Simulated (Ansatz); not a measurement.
Species: IBr (charge 0, singlet). 
Structure (B3LYP-D3(BJ)/def2-TZVP (Ansatz, a quantum-chemistry and plane-wave program) minimum search):
```xyz
2

I      0.0000     0.0000    -0.9942
Br     0.0000     0.0000     1.5056
```

Wanted: vertical electron affinity (to the doublet state of charge -1; a negative value means that the extra electron is unbound and the number depends on the basis; each state is the SCF solution reached for its spin), in eV. Correlated levels leave the core frozen unless marked. UHF or UKS for open shells. No spin-orbit coupling. Frozen are the shells of the preceding noble gas and the d and f shells that filled before the atom's block. In def2 rows, elements after Kr have scalar-relativistic effective core potentials. Anions need diffuse functions: def2-D sets add few. CBS marks a two-point X^-3 extrapolation of the correlation energy; Hartree-Fock from the larger set.

```
level                                 program  vertical electron affinity (eV)
------------------------------------  -------  -------------------------------
SVWN5/def2-TZVPD                       Ansatz                                …
r2SCAN/def2-TZVPD                      Ansatz                                …
B3LYP/def2-TZVPD                       Ansatz                                …
PBE0/def2-TZVPD                        Ansatz                             1.80
BHLYP/def2-TZVPD                       Ansatz                             1.74
CAM-B3LYP/def2-TZVPD                   Ansatz                             1.82
wB97X-V/def2-TZVPD                     Ansatz                                …
wB97X/def2-TZVPD                       Ansatz                             1.71
CCSD/def2-SVPD                         Ansatz                             1.57
CCSD/def2-TZVPPD                       Ansatz                             1.52
CCSD/def2-QZVPPD                       Ansatz                             1.61
CCSD(T)/CBS(def2-TZVPPD,def2-QZVPPD)   Ansatz                             1.71
```

### Question
Fill in the missing entries.

### Answer

- SVWN5/def2-TZVPD, vertical electron affinity (eV): 1.89
- r2SCAN/def2-TZVPD, vertical electron affinity (eV): 1.84
- B3LYP/def2-TZVPD, vertical electron affinity (eV): 1.79
- wB97X-V/def2-TZVPD, vertical electron affinity (eV): 1.73
